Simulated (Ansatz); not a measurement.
Ansatz results at the PBE0-D4/def2-TZVP geometry: size of the dipole moment (B3LYP/def2-TZVPP) 2.69 D; LUMO energy (B3LYP/def2-TZVPP) -0.54 eV; HOMO energy (B3LYP/def2-TZVPP) -7.26 eV.

Each molecule was computed in one conformer, which needn't be the lowest.

(1) Which molecule gave them?
A. `[SiH3][O][Al]([Cl])[Br]`
B. `C[NH][Al]([CH3])[F]`
C. `CC(C)[O][Al]([Cl])[CH](C)C`
D. `[CH3][Al]([SiH3])[SiH3]`

## Answers

(1) C. The others give `[CH3][Al]([SiH3])[SiH3]`: 1.24, -2.23, -6.87; `[SiH3][O][Al]([Cl])[Br]`: 0.85, -1.45, -8.48; `C[NH][Al]([CH3])[F]`: 2.04, -0.25, -6.63.

B3LYP here is the variant with VWN-RPA as its local correlation; programs differ in this.
